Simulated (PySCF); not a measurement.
H₉PSi₃, charge -1, doublet, geometry from GFN2-xTB (a state made from the parent by changing its charge; the spin is typed, not shown lowest) (a gas-phase anion, which may not be bound at this level), with bond 7-1 at 2.4 times its length; CASSCF(5,6)/6-31G run with PySCF.

PySCF was given this input:
```python
from pyscf import gto, scf, mcscf
import numpy

mol = gto.Mole()
mol.atom = '''
    Si   -0.65263975    1.68133783   -0.86869929
    P     0.38627213   -0.22878374   -0.73378205
    Si    1.57182964    0.02483250    1.49584950
    Si   -1.23673713   -1.51044360   -0.04996071
    H     0.06187566    2.54145803   -1.82127057
    H    -0.78275401    2.46138876    0.37909243
    H    -3.95344233    1.35368525   -2.08678593
    H     2.72306789    0.75657688    0.93916128
    H     1.94377504   -1.40168390    1.54872576
    H     1.69309529    0.38354969    2.95215634
    H    -0.94118413   -2.89484361   -0.44188219
    H    -2.53190966   -1.16781196   -0.65880013
    H    -1.48641234   -1.53186793    1.40513036
'''
mol.basis = '6-31g'
mol.charge = -1
mol.spin = 1
mol.verbose = 4
mol.build()

mf = scf.ROHF(mol)
mf.kernel()
mc = mcscf.CASSCF(mf, 6, 5)
mc.fix_spin_(ss=0.75)
mc = mc.newton()
mc.kernel()
occ = numpy.linalg.eigvalsh(mc.fcisolver.make_rdm1(mc.ci, mc.ncas, mc.nelecas))[::-1]
ss = mc.fcisolver.spin_square(mc.ci, mc.ncas, mc.nelecas)[0]
print('natural occupations', occ.round(4), ' <S^2>', round(ss, 4))
```

Question: Predict the main parts of the log of this PySCF run.

Answer: 
```
PySCF version 2.14.0

[INPUT] verbose = 4
[INPUT] num. atoms = 13
[INPUT] num. electrons = 67
[INPUT] charge = -1
[INPUT] spin (= nelec alpha-beta = 2S) = 1
[INPUT] symmetry False subgroup None
[INPUT] Mole.unit = angstrom
[INPUT] Symbol           X                Y                Z      unit          X                Y                Z       unit  Magmom
[INPUT]  1 Si    -0.652639750000   1.681337830000  -0.868699290000 AA   -1.233310385505   3.177268021571  -1.641603742704 Bohr   0.0
[INPUT]  2 P      0.386272130000  -0.228783740000  -0.733782050000 AA    0.729948535252  -0.432338610354  -1.386647109622 Bohr   0.0
[INPUT]  3 Si     1.571829640000   0.024832500000   1.495849500000 AA    2.970327534074   0.046926623988   2.826745878568 Bohr   0.0
[INPUT]  4 Si    -1.236737130000  -1.510443600000  -0.049960710000 AA   -2.337094463781  -2.854324730602  -0.094412058889 Bohr   0.0
[INPUT]  5 H      0.061875660000   2.541458030000  -1.821270570000 AA    0.116928051177   4.802659633777  -3.441702576031 Bohr   0.0
[INPUT]  6 H     -0.782754010000   2.461388760000   0.379092430000 AA   -1.479190701805   4.651350642483   0.716380868596 Bohr   0.0
[INPUT]  7 H     -3.953442330000   1.353685250000  -2.086785930000 AA   -7.470923252962   2.558094381363  -3.943453888296 Bohr   0.0
[INPUT]  8 H      2.723067890000   0.756576880000   0.939161280000 AA    5.145852530697   1.429723095378   1.774757605996 Bohr   0.0
[INPUT]  9 H      1.943775040000  -1.401683900000   1.548725760000 AA    3.673202473365  -2.648798684212   2.926667528459 Bohr   0.0
[INPUT] 10 H      1.693095290000   0.383549690000   2.952156340000 AA    3.199486400891   0.724803869262   5.578766959498 Bohr   0.0
[INPUT] 11 H     -0.941184130000  -2.894843610000  -0.441882190000 AA   -1.778580238487  -5.470461596347  -0.835036318423 Bohr   0.0
[INPUT] 12 H     -2.531909660000  -1.167811960000  -0.658800130000 AA   -4.784615829541  -2.206844769392  -1.244951816528 Bohr   0.0
[INPUT] 13 H     -1.486412340000  -1.531867930000   1.405130360000 AA   -2.808912230774  -2.894810846704   2.655311549712 Bohr   0.0

nuclear repulsion = 334.64993948603
number of shells = 46
number of NR pGTOs = 220
number of NR cGTOs = 70
basis = 6-31g
ecp = {}

******** <class 'pyscf.scf.rohf.ROHF'> ********
method = ROHF
initial guess = minao
damping factor = 0
level_shift factor = 0
DIIS = <class 'pyscf.scf.diis.CDIIS'>
diis_start_cycle = 1
diis_space = 8
diis_damp = 0
SCF conv_tol = 1e-09
SCF conv_tol_grad = None
SCF max_cycles = 50
direct_scf = True
direct_scf_tol = 1e-13
num. doubly occ = 33  num. singly occ = 1
Set gradient conv threshold to 3.16228e-05
init E= -1212.0578344546
  HOMO = -0.0948992307873766  LUMO = -0.03484023383725  gap/eV = 1.63429
cycle= 1 E= -1212.25709932538  delta_E= -0.199  |g|= 0.302  |ddm|= 2.19
  HOMO = 0.0740575998801267  LUMO = 0.0891604253519005  gap/eV = 0.41097
cycle= 2 E= -1212.31553943368  delta_E= -0.0584  |g|= 0.189  |ddm|= 1.18
  HOMO = 0.0256282537948898  LUMO = 0.158433247070196  gap/eV = 3.61381
cycle= 3 E= -1212.34866691351  delta_E= -0.0331  |g|= 0.0549  |ddm|= 0.732
  HOMO = 0.0496712172602614  LUMO = 0.147300719283686  gap/eV = 2.65663
cycle= 4 E= -1212.3618830677  delta_E= -0.0132  |g|= 0.0611  |ddm|= 0.275
  HOMO = 0.0403831930512544  LUMO = 0.149028521284855  gap/eV = 2.95639
cycle= 5 E= -1212.36752662592  delta_E= -0.00564  |g|= 0.0583  |ddm|= 0.127
  HOMO = -0.00711716163182197  LUMO = 0.162620826720075  gap/eV = 4.61881
cycle= 6 E= -1212.3595094187  delta_E= 0.00802  |g|= 0.0826  |ddm|= 0.635
  HOMO = 0.0244285983916159  LUMO = 0.155912677862314  gap/eV = 3.57786
cycle= 7 E= -1212.36817304654  delta_E= -0.00866  |g|= 0.0387  |ddm|= 0.635
  HOMO = 0.0118857472797247  LUMO = 0.164948410121998  gap/eV = 4.16505
cycle= 8 E= -1212.37627818693  delta_E= -0.00811  |g|= 0.0197  |ddm|= 0.23
  HOMO = -0.00732962713352858  LUMO = 0.167378349543031  gap/eV = 4.75405
cycle= 9 E= -1212.3769576744  delta_E= -0.000679  |g|= 0.0144  |ddm|= 0.0464
  HOMO = -0.0126673098334922  LUMO = 0.16819432807269  gap/eV = 4.92150
cycle= 10 E= -1212.37752700236  delta_E= -0.000569  |g|= 0.00437  |ddm|= 0.0639
  HOMO = -0.0177570187471521  LUMO = 0.168907018851038  gap/eV = 5.07939
cycle= 11 E= -1212.37737655598  delta_E= 0.00015  |g|= 0.00852  |ddm|= 0.0329
  HOMO = -0.0180767186491633  LUMO = 0.169191790535966  gap/eV = 5.09584
cycle= 12 E= -1212.37742564037  delta_E= -4.91e-05  |g|= 0.00731  |ddm|= 0.0681
  HOMO = -0.018307965876984  LUMO = 0.169042604987179  gap/eV = 5.09807
cycle= 13 E= -1212.37745178822  delta_E= -2.61e-05  |g|= 0.00668  |ddm|= 0.0586
  HOMO = -0.0183452015587502  LUMO = 0.169128449459496  gap/eV = 5.10142
cycle= 14 E= -1212.37755193845  delta_E= -0.0001  |g|= 0.00136  |ddm|= 0.0221
  HOMO = -0.018396207259036  LUMO = 0.169176984752635  gap/eV = 5.10413
cycle= 15 E= -1212.37755596113  delta_E= -4.02e-06  |g|= 0.000642  |ddm|= 0.00904
  HOMO = -0.0184027264425484  LUMO = 0.16917603396492  gap/eV = 5.10428
cycle= 16 E= -1212.37755653861  delta_E= -5.77e-07  |g|= 0.000385  |ddm|= 0.00109
  HOMO = -0.0183221398690259  LUMO = 0.169164431271607  gap/eV = 5.10177
cycle= 17 E= -1212.37755691413  delta_E= -3.76e-07  |g|= 2.13e-05  |ddm|= 0.00173
  HOMO = -0.0183238796893779  LUMO = 0.169165305713023  gap/eV = 5.10184
cycle= 18 E= -1212.37755691454  delta_E= -4.1e-10  |g|= 1.65e-05  |ddm|= 9.57e-05
  HOMO = -0.0183141143539844  LUMO = 0.169163137378153  gap/eV = 5.10152
Extra cycle  E= -1212.37755691183  delta_E= 2.71e-09  |g|= 4.06e-05  |ddm|= 0.000191
converged SCF energy = -1212.37755691183

******** <class 'pyscf.mcscf.newton_casscf.CASSCF'> ********
CAS (3e+2e, 6o), ncore = 31, nvir = 33
max_cycle_macro = 50
max_cycle_micro = 10
conv_tol = 1e-07
conv_tol_grad = None
orbital rotation max_stepsize = 0.03
augmented hessian ah_max_cycle = 30
augmented hessian ah_conv_tol = 1e-12
augmented hessian ah_linear dependence = 1e-14
augmented hessian ah_level shift = 1e-08
augmented hessian ah_start_tol = 500
augmented hessian ah_start_cycle = 3
augmented hessian ah_grad_trust_region = 3
kf_trust_region = 3
kf_interval = 5
natorb = False
canonicalization = True
internal_rotation = False
******** <class 'pyscf.fci.addons.SpinPenaltyFCISolver'> ********
max. cycles = 50
conv_tol = 1e-08
davidson only = True
linear dependence = 1e-12
level shift = 0.001
max iter space = 12
nroots = 1
pspace_size = 400
spin = None

WARN: SO-CASSCF (Second order CASSCF) is an experimental feature. Its performance is bad for large systems.

CASCI E = -1212.38104079726  dE = -1212.381  S^2 = 0.7500000
Set conv_tol_grad to 0.000316228
macro 1 (17 JK  12 micro), CASSCF E = -1212.39545761225  dE = -0.01442  |grad|=0.061  S^2 = 0.7500000
macro 2 (17 JK  12 micro), CASSCF E = -1212.40025859668  dE = -0.004801  |grad|=0.0303  S^2 = 0.7500000
macro 3 (10 JK  6 micro), CASSCF E = -1212.40359332423  dE = -0.003335  |grad|=0.0193  S^2 = 0.7500000
macro 4 (11 JK  7 micro), CASSCF E = -1212.40602112928  dE = -0.002428  |grad|=0.0169  S^2 = 0.7500000
macro 5 (11 JK  7 micro), CASSCF E = -1212.40855523597  dE = -0.002534  |grad|=0.0134  S^2 = 0.7500000
macro 6 (18 JK  13 micro), CASSCF E = -1212.41016249956  dE = -0.001607  |grad|=0.00503  S^2 = 0.7500000
macro 7 (22 JK  15 micro), CASSCF E = -1212.41038723341  dE = -0.0002247  |grad|=0.000737  S^2 = 0.7500000
macro 8 (25 JK  16 micro), CASSCF E = -1212.41040753912  dE = -2.031e-05  |grad|=0.000166  S^2 = 0.7500000
macro 9 (10 JK  6 micro), CASSCF E = -1212.41040791482  dE = -3.757e-07  |grad|=6.63e-05  S^2 = 0.7500000
macro 10 (1 JK  0 micro), CASSCF E = -1212.41040791483  dE = -1e-11  |grad|=2.36e-05  S^2 = 0.7500000
newton CASSCF converged in 10 macro (30 KF 112 Hx) steps
CASSCF canonicalization
Density matrix diagonal elements [1.93572088 1.96166905 0.99994393 0.07533755 0.02240994 0.00491865]
CASSCF energy = -1212.41040791483
CASCI E = -1212.41040791483  E(CI) = -3.60710917888787  S^2 = 0.7500000
natural occupations [1.9766 1.9216 1.     0.0762 0.0217 0.0039]  <S^2> 0.75
```
